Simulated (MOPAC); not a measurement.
MOPAC input (PM7):

```
PM7 1SCF CHARGE=1 GEO-OK AUX(PRECISION=9) THREADS=1
C4H10N

C    -1.57856871 1    0.28212107 1    0.32607735 1
C    -0.67473686 1   -0.97801989 1    0.23132737 1
C     0.52271106 1   -0.02299691 1    0.31765986 1
C    -0.36757241 1    1.14705315 1   -0.12026924 1
N     1.72154696 1   -0.34219060 1   -0.56423180 1
H    -1.87445202 1    0.49447578 1    1.35107140 1
H    -2.45723394 1    0.30370945 1   -0.31106716 1
H    -0.75346054 1   -1.44477309 1   -0.75308983 1
H    -0.75896077 1   -1.74448380 1    0.99753948 1
H     0.91894751 1    0.08644215 1    1.32527983 1
H    -0.20210701 1    2.10802881 1    0.36013533 1
H    -0.35935553 1    1.28178573 1   -1.20420319 1
H     2.18216141 1   -1.20769606 1   -0.27026599 1
H     2.41589853 1    0.40938059 1   -0.53781381 1
H     1.42673521 1   -0.46047987 1   -1.53673557 1
```

Output:

```
 *******************************************************************************
 **                                                                           **
 **                              MOPAC v23.2.5                                **
 **                                                                           **
 *******************************************************************************
 ** MOPAC's Digital Object Identifier: https://doi.org/10.5281/zenodo.6511958 **
 **                                                                           **
 ** Please cite the open-source release paper for use of this MOPAC version:  **
 ** J. E. Moussa and J. J. P. Stewart (2026)                                  **
 ** MOPAC: An open-source semiempirical molecular orbital program             **
 ** J. Open Source Softw., 11(119), 8025, https://doi.org/10.21105/joss.08025 **
 *******************************************************************************

                              PM7 CALCULATION RESULTS

 *******************************************************************************
 *  PM7        - The PM7 Hamiltonian to be used
 *  GEO-OK     - OVERRIDE INTERATOMIC DISTANCE AND OTHER SAFETY CHECKS
 *
 *
 *
 *                 CHARGE ON SYSTEM = +1
 *
 *
 *
 *  1SCF       - DO 1 SCF AND THEN STOP
 *  AUX        - OUTPUT AUXILIARY INFORMATION
 *******************************************************************************
PM7 1SCF CHARGE=1 GEO-OK AUX(PRECISION=9) THREADS=1
 C4H10N

   ATOM   CHEMICAL          X               Y               Z
  NUMBER   SYMBOL      (ANGSTROMS)     (ANGSTROMS)     (ANGSTROMS)

     1       C         -1.57856871  *   0.28212107  *   0.32607735  *
     2       C         -0.67473686  *  -0.97801989  *   0.23132737  *
     3       C          0.52271106  *  -0.02299691  *   0.31765986  *
     4       C         -0.36757241  *   1.14705315  *  -0.12026924  *
     5       N          1.72154696  *  -0.34219060  *  -0.56423180  *
     6       H         -1.87445202  *   0.49447578  *   1.35107140  *
     7       H         -2.45723394  *   0.30370945  *  -0.31106716  *
     8       H         -0.75346054  *  -1.44477309  *  -0.75308983  *
     9       H         -0.75896077  *  -1.74448380  *   0.99753948  *
    10       H          0.91894751  *   0.08644215  *   1.32527983  *
    11       H         -0.20210701  *   2.10802881  *   0.36013533  *
    12       H         -0.35935553  *   1.28178573  *  -1.20420319  *
    13       H          2.18216141  *  -1.20769606  *  -0.27026599  *
    14       H          2.41589853  *   0.40938059  *  -0.53781381  *
    15       H          1.42673521  *  -0.46047987  *  -1.53673557  *

          CARTESIAN COORDINATES

    NO.       ATOM           X           Y           Z

     1         C         -1.5786      0.2821      0.3261
     2         C         -0.6747     -0.9780      0.2313
     3         C          0.5227     -0.0230      0.3177
     4         C         -0.3676      1.1471     -0.1203
     5         N          1.7215     -0.3422     -0.5642
     6         H         -1.8745      0.4945      1.3511
     7         H         -2.4572      0.3037     -0.3111
     8         H         -0.7535     -1.4448     -0.7531
     9         H         -0.7590     -1.7445      0.9975
    10         H          0.9189      0.0864      1.3253
    11         H         -0.2021      2.1080      0.3601
    12         H         -0.3594      1.2818     -1.2042
    13         H          2.1822     -1.2077     -0.2703
    14         H          2.4159      0.4094     -0.5378
    15         H          1.4267     -0.4605     -1.5367

 General Reference for PM7:
 "Optimization of Parameters for Semiempirical Methods VI: More Modifications to the
 NDDO Approximations and Re-optimization of Parameters", J. J. P. Stewart, J. Mol. Mod., 1:32, 19 (2013)
 https://link.springer.com/article/10.1007/s00894-012-1667-x

           Empirical Formula: C4 H10 N  =    15 atoms

      MOLECULAR POINT GROUP   :   Cs

      RHF CALCULATION, NO. OF DOUBLY OCCUPIED LEVELS = 15

 -------------------------------------------------------------------------------
 PM7 1SCF CHARGE=1 GEO-OK AUX(PRECISION=9) THREADS=1
 C4H10N

     1SCF WAS SPECIFIED, SO BFGS WAS NOT USED
     SCF FIELD WAS ACHIEVED

                              PM7 CALCULATION
                                                       MOPAC v23.2.5 Linux

          FINAL HEAT OF FORMATION =        158.52468 KCAL/MOL =     663.26726 KJ/MOL

          COSMO AREA              =        120.89 SQUARE ANGSTROMS
          COSMO VOLUME            =        108.32 CUBIC ANGSTROMS

          IONIZATION POTENTIAL    =         16.062141 EV
          HOMO LUMO ENERGIES (EV) =        -16.062 -4.039
          NO. OF FILLED LEVELS    =         15
          MOLECULAR WEIGHT        =         72.1297         POINT GROUP:  Cs

          MOLECULAR DIMENSIONS (Angstroms)

            Atom       Atom       Distance
            H    13    H     7     4.87955
            H     9    H    11     3.88721
            H    10    H    15     2.88820

          SCF CALCULATIONS        =          1

   ATOM   CHEMICAL          X               Y               Z
  NUMBER   SYMBOL      (ANGSTROMS)     (ANGSTROMS)     (ANGSTROMS)

     1       C         -1.57856871  *   0.28212107  *   0.32607735  *
     2       C         -0.67473686  *  -0.97801989  *   0.23132737  *
     3       C          0.52271106  *  -0.02299691  *   0.31765986  *
     4       C         -0.36757241  *   1.14705315  *  -0.12026924  *
     5       N          1.72154696  *  -0.34219060  *  -0.56423180  *
     6       H         -1.87445202  *   0.49447578  *   1.35107140  *
     7       H         -2.45723394  *   0.30370945  *  -0.31106716  *
     8       H         -0.75346054  *  -1.44477309  *  -0.75308983  *
     9       H         -0.75896077  *  -1.74448380  *   0.99753948  *
    10       H          0.91894751  *   0.08644215  *   1.32527983  *
    11       H         -0.20210701  *   2.10802881  *   0.36013533  *
    12       H         -0.35935553  *   1.28178573  *  -1.20420319  *
    13       H          2.18216141  *  -1.20769606  *  -0.27026599  *
    14       H          2.41589853  *   0.40938059  *  -0.53781381  *
    15       H          1.42673521  *  -0.46047987  *  -1.53673557  *

                             CARTESIAN COORDINATES

   1    C       -1.578568710     0.282121070     0.326077350
   2    C       -0.674736860    -0.978019890     0.231327370
   3    C        0.522711060    -0.022996910     0.317659860
   4    C       -0.367572410     1.147053150    -0.120269240
   5    N        1.721546960    -0.342190600    -0.564231800
   6    H       -1.874452020     0.494475780     1.351071400
   7    H       -2.457233940     0.303709450    -0.311067160
   8    H       -0.753460540    -1.444773090    -0.753089830
   9    H       -0.758960770    -1.744483800     0.997539480
  10    H        0.918947510     0.086442150     1.325279830
  11    H       -0.202107010     2.108028810     0.360135330
  12    H       -0.359355530     1.281785730    -1.204203190
  13    H        2.182161410    -1.207696060    -0.270265990
  14    H        2.415898530     0.409380590    -0.537813810
  15    H        1.426735210    -0.460479870    -1.536735570

           Empirical Formula: C4 H10 N  =    15 atoms

      MOLECULAR POINT GROUP   :   Cs

                  EIGENVALUES
 -44.46170 -35.46552 -27.91039 -27.62795 -24.93914 -23.84214 -23.27370 -22.30033
 -21.02156 -18.79654 -18.31842 -17.94973 -16.72467 -16.46630 -16.06214  -4.03875
  -2.02259  -1.80548  -1.63752  -1.03233  -0.81352  -0.69421   0.13027   0.39573
   1.07762   1.12811   1.83246   1.91480   1.95553   2.51329

              NET ATOMIC CHARGES AND DIPOLE CONTRIBUTIONS

  ATOM NO.   TYPE          CHARGE      No. of ELECS.   s-Pop       p-Pop
    1          C          -0.229323        4.2293     1.06726     3.16206
    2          C          -0.297069        4.2971     1.07446     3.22261
    3          C          -0.047837        4.0478     1.10433     2.94350
    4          C          -0.297069        4.2971     1.07446     3.22261
    5          N          -0.219019        5.2190     1.47945     3.73957
    6          H           0.170461        0.8295     0.82954
    7          H           0.176052        0.8239     0.82395
    8          H           0.161719        0.8383     0.83828
    9          H           0.180463        0.8195     0.81954
   10          H           0.179516        0.8205     0.82048
   11          H           0.180463        0.8195     0.81954
   12          H           0.161719        0.8383     0.83828
   13          H           0.295824        0.7042     0.70418
   14          H           0.295824        0.7042     0.70418
   15          H           0.288277        0.7117     0.71172
 DIPOLE           X         Y         Z       TOTAL
 POINT-CHG.     5.322    -1.046    -1.669     5.675
 HYBRID         0.863    -0.201    -0.459     0.998
 SUM            6.185    -1.246    -2.128     6.659

          ATOMIC ORBITAL ELECTRON POPULATIONS

     Atom    s        px        py        pz
    1  C   1.06726   1.02846   0.95171   1.18190
    2  C   1.07446   0.97742   1.05370   1.19148
    3  C   1.10433   0.85524   1.08515   1.00311
    4  C   1.07446   1.01190   1.04982   1.16089
    5  N   1.47945   1.23895   1.25168   1.24894
    6  H   0.82954
    7  H   0.82395
    8  H   0.83828
    9  H   0.81954
   10  H   0.82048
   11  H   0.81954
   12  H   0.83828
   13  H   0.70418
   14  H   0.70418
   15  H   0.71172

 **********************
 *                    *
 * JOB ENDED NORMALLY *
 *                    *
 **********************

 == MOPAC DONE ==
```

The dipole moment of an ion depends on the origin.

The geometry given is a B3LYP-D3(BJ)/def2-TZVP minimum.
